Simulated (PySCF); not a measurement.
Electron affinity of Pt by level of theory

Pt- [Xe] 4f14 5d9 6s2 (2D) → Pt [Xe] 4f14 5d9 6s1 (3D), as a difference of total energies. Computed with PySCF 2.14 in aug-cc-pVDZ-PP with ECP60MDF (5s5p4d2f, 54 functions), with a scalar-relativistic core potential. Correlated levels: valence: 5s2 5p6 frozen. The calculations carry no spin-orbit coupling.

| method | electron affinity (eV) |
| --- | --- |
| UHF | 0.420 |
| MP2 (valence) | 1.829 |
| SCS-MP2 (valence) | 1.847 |
| CCSD (valence) | 1.778 |
| CCSD(T) (valence) | 1.920 |

Q: How much does correlation contribute at CCSD(T) (valence)?

A: 1.920 − (0.420) = 1.500 eV, measured against UHF.

The reference lies between the lowest fine-structure levels, while these numbers refer to the centres of the terms.

Errors of the correlated levels include the incompleteness of this basis and the frozen core.

The coupled-cluster amplitudes are large for Pt- (T1 above 0.03 or a double amplitude above 0.15), so a single reference is strained.

For comparison: 2.125 eV (measured; photodetachment measurements, as compiled on the Wikipedia data page of electron affinities).
